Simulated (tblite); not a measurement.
Compound: C5H9OPSi.
Bonds: C1–C2, C2–C3 (aromatic), C3–O4 (aromatic), O4–C5 (aromatic), C5–Si6, Si6–P7, C5–C8 (aromatic), C2–C8 (aromatic). Hydrogens: H9, H10, H11 on C1; H12 on C3; H13, H14 on Si6; H15, H16 on P7; H17 on C8.

Computed with GFN2-xTB (tblite), gas phase: L-BFGS steps from a force-field or distance-geometry start until the largest atomic force falls under 0.01 eV/Å.

Step 9: E = -641.9464 eV
```
atom  x, y, z in Å  |  force x, y, z in eV/Å
C1     -2.9825    0.3099    0.4247   -0.064   0.003   0.016
C2     -1.6182   -0.2338    0.1825   -0.151   0.030   0.027
C3     -1.2765   -1.2675   -0.6405    0.166  -0.049  -0.069
O4      0.0556   -1.4687   -0.6231   -0.037   0.009  -0.011
C5      0.5963   -0.5586    0.2244   -0.097   0.063  -0.102
Si6     2.4378   -0.5181    0.5409   -0.029  -0.043  -0.028
P7      3.0872    1.6159    0.8778    0.003   0.046   0.032
C8     -0.4002    0.2209    0.7433   -0.126  -0.050  -0.044
H9     -3.0272    0.8087    1.3872    0.017   0.027   0.080
H10    -3.7216   -0.4869    0.4067   -0.011  -0.033  -0.011
H11    -3.2526    1.0348   -0.3421    0.031   0.023  -0.042
H12    -1.8779   -1.9008   -1.2737    0.178   0.102   0.137
H13     3.0941   -1.2911   -0.5162    0.049   0.101  -0.048
H14     2.6580   -1.1774    1.8321    0.129  -0.011   0.069
H15     2.3207    2.2706   -0.0680   -0.168  -0.132  -0.025
H16     4.1741    1.6432    0.0288    0.105  -0.152   0.026
H17    -0.2741    1.0109    1.4548    0.005   0.068  -0.006
```

Step 10: E = -641.9532 eV
```
atom  x, y, z in Å  |  force x, y, z in eV/Å
C1     -2.9853    0.3099    0.4260   -0.002  -0.027   0.013
C2     -1.6214   -0.2354    0.1838   -0.031  -0.018  -0.014
C3     -1.2726   -1.2687   -0.6406    0.081   0.023  -0.028
O4      0.0591   -1.4667   -0.6274   -0.073   0.093   0.073
C5      0.5951   -0.5535    0.2208   -0.023   0.046  -0.082
Si6     2.4375   -0.5164    0.5392   -0.102  -0.035   0.073
P7      3.0850    1.6110    0.8811    0.051   0.086   0.022
C8     -0.4027    0.2231    0.7427   -0.116  -0.001  -0.002
H9     -3.0312    0.8099    1.3861    0.031   0.038   0.134
H10    -3.7250   -0.4830    0.4069   -0.061  -0.100  -0.008
H11    -3.2534    1.0341   -0.3385    0.018   0.077  -0.114
H12    -1.8708   -1.9030   -1.2734    0.136   0.073   0.106
H13     3.0949   -1.2807   -0.5144    0.095   0.033  -0.137
H14     2.6681   -1.1733    1.8307    0.106  -0.021   0.054
H15     2.3179    2.2543   -0.0688   -0.187  -0.091  -0.043
H16     4.1713    1.6337    0.0299    0.096  -0.141   0.046
H17    -0.2736    1.0168    1.4554   -0.021  -0.035  -0.093
```

Step 11: E = -641.9608 eV
```
atom  x, y, z in Å  |  force x, y, z in eV/Å
C1     -2.9889    0.3098    0.4278    0.031  -0.039   0.000
C2     -1.6256   -0.2381    0.1845    0.074   0.017   0.010
C3     -1.2674   -1.2688   -0.6406   -0.015   0.069   0.007
O4      0.0624   -1.4633   -0.6312   -0.071   0.149   0.122
C5      0.5937   -0.5469    0.2154   -0.039   0.109   0.024
Si6     2.4351   -0.5155    0.5388   -0.101  -0.027   0.150
P7      3.0835    1.6072    0.8841    0.071   0.105   0.005
C8     -0.4080    0.2264    0.7427   -0.001  -0.074  -0.067
H9     -3.0347    0.8118    1.3872    0.041   0.018   0.128
H10    -3.7296   -0.4807    0.4069   -0.085  -0.121  -0.002
H11    -3.2538    1.0346   -0.3365    0.011   0.088  -0.132
H12    -1.8606   -1.9041   -1.2710    0.048  -0.001   0.027
H13     3.0977   -1.2683   -0.5150    0.113  -0.011  -0.185
H14     2.6813   -1.1694    1.8304    0.074  -0.032   0.029
H15     2.3104    2.2348   -0.0702   -0.168  -0.056  -0.052
H16     4.1710    1.6202    0.0324    0.068  -0.120   0.057
H17    -0.2735    1.0224    1.4540   -0.050  -0.073  -0.121
```

Step 12: E = -641.9686 eV
```
atom  x, y, z in Å  |  force x, y, z in eV/Å
C1     -2.9926    0.3093    0.4297    0.021  -0.021  -0.009
C2     -1.6297   -0.2403    0.1857    0.114   0.029   0.003
C3     -1.2619   -1.2677   -0.6405   -0.135   0.107   0.043
O4      0.0652   -1.4572   -0.6335   -0.026   0.147   0.122
C5      0.5912   -0.5374    0.2102    0.047   0.085   0.090
Si6     2.4307   -0.5151    0.5410   -0.031  -0.026   0.151
P7      3.0828    1.6048    0.8864    0.051   0.104  -0.011
C8     -0.4136    0.2287    0.7416    0.051  -0.005  -0.030
H9     -3.0374    0.8139    1.3902    0.042  -0.028   0.064
H10    -3.7359   -0.4802    0.4068   -0.063  -0.089   0.006
H11    -3.2536    1.0363   -0.3363    0.014   0.050  -0.092
H12    -1.8487   -1.9055   -1.2681   -0.046  -0.078  -0.056
H13     3.1025   -1.2542   -0.5186    0.084  -0.012  -0.165
H14     2.6973   -1.1661    1.8306    0.035  -0.050   0.011
H15     2.2983    2.2125   -0.0725   -0.111  -0.030  -0.049
H16     4.1729    1.6029    0.0366    0.030  -0.088   0.052
H17    -0.2744    1.0274    1.4502   -0.079  -0.096  -0.131
```

Problem. Estimate the geometry and energy of step 13. (The exact step hangs on the optimiser's Hessian estimate; all steps are aligned on step 12, rigid shifts and turns removed.)

Solution. E = -641.9740 eV, largest force 0.165 eV/Å
```
atom  x, y, z in Å  |  force x, y, z in eV/Å
C1     -2.9953    0.3088    0.4308   -0.003   0.002  -0.014
C2     -1.6316   -0.2410    0.1868    0.063   0.059   0.009
C3     -1.2600   -1.2655   -0.6400   -0.140   0.079   0.035
O4      0.0667   -1.4504   -0.6332   -0.007   0.088   0.072
C5      0.5905   -0.5293    0.2078    0.051   0.060   0.123
Si6     2.4273   -0.5156    0.5449    0.082  -0.023   0.089
P7      3.0830    1.6048    0.8871    0.007   0.082  -0.014
C8     -0.4171    0.2309    0.7407    0.083   0.010  -0.032
H9     -3.0383    0.8146    1.3934    0.033  -0.065  -0.006
H10    -3.7410   -0.4813    0.4067   -0.011  -0.029   0.010
H11    -3.2530    1.0380   -0.3376    0.019  -0.004  -0.028
H12    -1.8407   -1.9075   -1.2666   -0.087  -0.097  -0.084
H13     3.1072   -1.2436   -0.5238    0.029   0.018  -0.097
H14     2.7097   -1.1649    1.8313    0.009  -0.068   0.011
H15     2.2865    2.1960   -0.0747   -0.044  -0.020  -0.040
H16     4.1759    1.5883    0.0407    0.000  -0.059   0.031
H17    -0.2766    1.0297    1.4453   -0.084  -0.031  -0.066
```

The energy changes by -0.0054 eV. The first-order estimate −F·Δx gives -0.0078 eV and the mean of the old and new forces, exact on a quadratic surface, -0.0054 eV. The step makes an angle of 66° with the force vector and moves no atom by more than 0.020 Å.

The cost below is that of the whole relaxation. The run took 1.1 s on Arm Neoverse V1, one thread, shared host with 32 logical CPUs at a one-minute load of 29.
